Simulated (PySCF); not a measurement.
System: C2H7O2Si, charge 0, multiplicity 2. It need not be the lowest isomer of its formula. 
Coordinates optimised at B3LYP-D3(BJ)/def2-TZVP (Ansatz):
```xyz
12

C      1.5812    -0.8368     0.3387
Si    -0.0304     0.0560    -0.0501
C     -1.5452    -0.8276     0.5735
O      0.0272     0.0758    -1.7036
O     -0.0833     1.5522     0.6400
H      1.5690    -1.8574    -0.0422
H      2.4401    -0.3157    -0.0842
H      1.6886    -0.8605     1.4264
H     -2.4507    -0.3228     0.2347
H     -1.5658    -1.8571     0.2150
H     -1.5486    -0.8322     1.6652
H      0.5250     2.2242     0.3221
```
Charge 0, spin multiplicity 2.

Dispersion corrections to the total energy (kcal/mol) from the dftd3 and dftd4 libraries through PySCF: D3(BJ) without and D4 with the three-body term, each with the damping fitted for the functional named.

```json
[
 {"functional": "BP86", "D3(BJ)": "…", "D4": "-7.34"},
 {"functional": "PBE", "D3(BJ)": "-5.55", "D4": "…"},
 {"functional": "revPBE", "D3(BJ)": "-13.78", "D4": "-16.99"},
 {"functional": "TPSSh", "D3(BJ)": "…", "D4": "-6.76"},
 {"functional": "LC-wPBE", "D3(BJ)": "-5.27", "D4": "-6.12"},
 {"functional": "TPSS", "D3(BJ)": "-7.01", "D4": "-7.44"},
 {"functional": "B3LYP", "D3(BJ)": "-9.69", "D4": "-8.84"}
]
```

**Question.** Fill in the missing entries.

**Answer.** 
- BP86, D3(BJ): -8.90
- PBE, D4: -5.51
- TPSSh, D3(BJ): -6.45
